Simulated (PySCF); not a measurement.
Pd⁺ (palladium, charge +1): LC-wPBE calculation

Configuration: [Kr] 4d9, 2D determinant. All numbers are calculated (PySCF 2.14, scalar relativity through the core potential, in def2-QZVPPD with the def2 core potential (28 electrons)).

```json
{
  "Total energy": "-127.5850 hartree",
  "One-electron energy": "-220.5227 hartree",
  "Hartree (Coulomb) energy": "105.5232 hartree",
  "Exchange-correlation energy": "-12.5855 hartree",
  "⟨S²⟩": "0.7543",
  "⟨L²⟩": "6.030",
  "Sum of ⟨r⟩": "21.48 bohr",
  "Sum of ⟨r²⟩": "32.85 bohr²",
  "Traceless quadrupole moment −½Σ⟨3z² − r²⟩ along its main axis": "-0.562 e·bohr²"
}
```

```csv
shell,electrons,mean orbital energy (hartree),spread (hartree),"rms radius, mean of both spins (bohr)"
4s α,1,-3.84427,0,1.01
4s β,1,-3.81470,0,1.01
4p α,3,-2.55885,0.05245,1.12
4p β,3,-2.52409,0.01378,1.12
4d α,5,-0.71371,0.06006,1.61
4d β,4,-0.68731,0.03052,1.61
```

Energies and moments cover only the electrons outside the core potential.
